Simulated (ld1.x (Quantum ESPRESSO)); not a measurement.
# Transferability test, ultrasoft potential for oxygen (O)

```json
{
  "Element": "oxygen (O)",
  "Generator": "ld1.x (Quantum ESPRESSO) 7.5",
  "Type": "ultrasoft",
  "Functional": "PBEsol",
  "Relativity": "scalar-relativistic",
  "Frozen core": "[He]",
  "Valence charge": "6",
  "Reference configuration": "2s2 2p4",
  "Partial waves": "2s (bound): rcut 0.80, rcutus 0.95 bohr; 2s channel at -0.45 Ry: rcut 0.80, rcutus 0.95 bohr; 2p (bound): rcut 1.20, rcutus 1.40 bohr; 2p channel at 0.8 Ry: rcut 1.20, rcutus 1.40 bohr",
  "Local potential": "all-electron potential smoothed inside 0.90 bohr (lloc = -2)",
  "Core correction": "none",
  "Augmentation charge": "built from norm-conserving waves at rcut, not smoothed further"
}
```

Energies are relative to the spin-unpolarised reference configuration 2s2 2p4; without spin polarisation the order of configurations can differ from experiment.

Task: Give the all-electron excitation energy and the error of the potential for: 2s2 2p3; 2s2 2p2; 2s2 2p1; 2s0 2p6; 2s2 2p4.3; 2s2 2p3.5; 2s2 2p0.

Result:

| valence configuration | charge | ΔE all-electron (eV) | error AE − PS (meV) |
| --- | --- | --- | --- |
| 2s2 2p3 | +1 | 16.360 | +7.2 |
| 2s2 2p2 | +2 | 49.837 | +69 |
| 2s2 2p1 | +3 | 103.544 | +304 |
| 2s0 2p6 | 0 | 29.748 | +37 |
| 2s2 2p4.3 | -0.3 | -2.107 | +0.3 |
| 2s2 2p3.5 | +0.5 | 6.254 | +0.8 |
| 2s2 2p0 | +4 | 180.189 | +981 |

Levels in the configuration 2s2 2p1:

```tsv
level	all-electron (eV)	pseudo (eV)
2s	-79.231	-79.076
2p	-64.758	-64.365
```

ld1.x printed “convergence not achieved” for 4 of the counted tests; their residual had stalled under 1e-8, short of the target of 1e-14.
